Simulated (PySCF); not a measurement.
Breaking a bond: Cl₂ (anion, charge -1), doublet.

- ROHF/aug-cc-pVDZ (PySCF)
- UKS-B3LYP = unrestricted B3LYP/aug-cc-pVDZ (PySCF)
- UCCSD(T) = CCSD(T) on UHF/aug-cc-pVDZ, 10 core orbitals frozen (PySCF 2.14.0)

Energies relative to the lowest point of each curve near equilibrium, in mEh:

```
R / Å  ROHF  UKS-B3LYP
-----  ----  ---------
1.96   92.4       87.9
2.25   20.9       22.4
2.46    3.5        5.2
2.64    0.0        0.4
2.70    0.2        0.0
3.31   15.3        7.2
3.56   22.0       10.7
3.98   30.7       14.7
4.31   35.4       16.3
4.78   39.8       17.1
6.44   45.2       15.2
7.06   45.8       14.1
```

Predict the corresponding UCCSD(T) column.

1.96: 90.0; 2.25: 21.1; 2.46: 3.8; 2.64: 0.0; 2.70: 0.1; 3.31: 14.2; 3.56: 20.9; 3.98: 29.8; 4.31: 34.5; 4.78: 38.4; 6.44: 42.1; 7.06: 42.5 (mEh).

Where the anion isn't bound against loss of the electron, the finite basis alone holds it. At the longest distance UKS-B3LYP leaves fractional charges on the fragments, a sign of delocalisation error or of the restricted form.
